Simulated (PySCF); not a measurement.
C3H8Si, SMILES C1C[SiH2]C1 (connectivity only; charge and spin as stated), charge +1, multiplicity 2. Atoms are numbered in the order given.

```xyz
12

C      0.0000     0.0000     1.5383
C      0.0000     1.1028     0.4772
Si     0.0000     0.0000    -1.2060
C      0.0000    -1.1028     0.4772
H     -0.8954     0.0000     2.1708
H      0.8954     0.0000     2.1708
H     -0.9378     1.6759     0.3886
H      0.9378     1.6759     0.3886
H      1.2547     0.0000    -1.9843
H     -1.2547     0.0000    -1.9843
H     -0.9378    -1.6759     0.3886
H      0.9378    -1.6759     0.3886
```
Charge +1, spin multiplicity 2.

The structure is a stationary point at B3LYP-D3(BJ)/def2-SVP. A frequency run showed that this geometry is not a minimum. The spin state was assumed, not searched.

The numbers are results of PBE/def2-TZVP (PySCF), not measurements.

ESP charges are fitted to the potential on shells at 1.4 to 2.0 van der Waals radii. Atomic charges (e):

| atom | Mulliken | meta-Löwdin | Löwdin | ESP fit | Mulliken spin |
|---|---|---|---|---|---|
| C1 | -0.24 | -0.19 | -0.23 | -0.14 | 0.01 |
| C2 | -0.19 | -0.28 | -0.20 | -0.28 | 0.32 |
| Si3 | 0.26 | 0.70 | 0.55 | 0.45 | 0.26 |
| C4 | -0.19 | -0.28 | -0.20 | -0.28 | 0.32 |
| H5 | 0.18 | 0.16 | 0.16 | 0.16 | 0.00 |
| H6 | 0.18 | 0.16 | 0.16 | 0.16 | 0.00 |
| H7 | 0.20 | 0.19 | 0.18 | 0.22 | 0.03 |
| H8 | 0.20 | 0.19 | 0.18 | 0.22 | 0.03 |
| H9 | 0.09 | -0.01 | 0.01 | 0.02 | -0.01 |
| H10 | 0.09 | -0.01 | 0.01 | 0.02 | -0.01 |
| H11 | 0.20 | 0.19 | 0.18 | 0.22 | 0.03 |
| H12 | 0.20 | 0.19 | 0.18 | 0.22 | 0.03 |

Task: Give the Mayer and Wiberg (Löwdin basis) orders of the bonds. (Estimate from the structure and the level; the computed values follow.)

Result: 
```csv
bond,Mayer,Wiberg
C1–C2,0.99,1.24
C2–Si3,0.81,0.93
C1–C4,0.99,1.24
Si3–C4,0.81,0.93
C1–H5,0.94,0.85
C1–H6,0.94,0.85
C2–H7,0.89,0.83
C2–H8,0.89,0.83
Si3–H9,0.92,0.94
Si3–H10,0.92,0.94
C4–H11,0.89,0.83
C4–H12,0.89,0.83
```
